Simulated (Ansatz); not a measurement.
Species: sum formula AlO₂BrH₂, charge 0, multiplicity 1. SMILES: [OH][Al]([OH])[Br]
Coordinates optimised at B3LYP-D3(BJ)/def2-TZVP (Ansatz, a first-principles code):
```
Al
O 1 1.6880
H 2 0.9575 1 125.54
O 1 1.6880 2 125.62 3 0.00
H 4 0.9575 1 125.54 2 0.00
Br 1 2.2406 2 117.19 3 -180.00
```

Wanted: vertical ionisation energy (to the doublet state of charge +1; each state is the SCF solution reached for its spin), in eV. Cores are frozen in the correlated levels unless marked. Open shells are spin-unrestricted. Spin-orbit coupling is left out. The frozen core is the preceding noble-gas configuration, with the filled d and f shells of earlier blocks. No relativistic terms. CBS(X,Y): correlation extrapolated as X^-3; Hartree-Fock from the larger set.

CCSD(T)/CBS(def2-TZVPPD,def2-QZVPPD) (Ansatz) gives 11.28 eV.

Task: Another calculation gave 10.48 eV. Which level was it?
(A) B3LYP/def2-TZVPD (Ansatz)
(B) r2SCAN/def2-TZVPD (Ansatz)
(C) BHLYP/def2-TZVPD (Ansatz)
(D) PBE/def2-TZVPD (Ansatz)

Result: D, PBE/def2-TZVPD (Ansatz). The others give 10.72 (r2SCAN), 11.05 (BHLYP), 10.92 (B3LYP) eV.
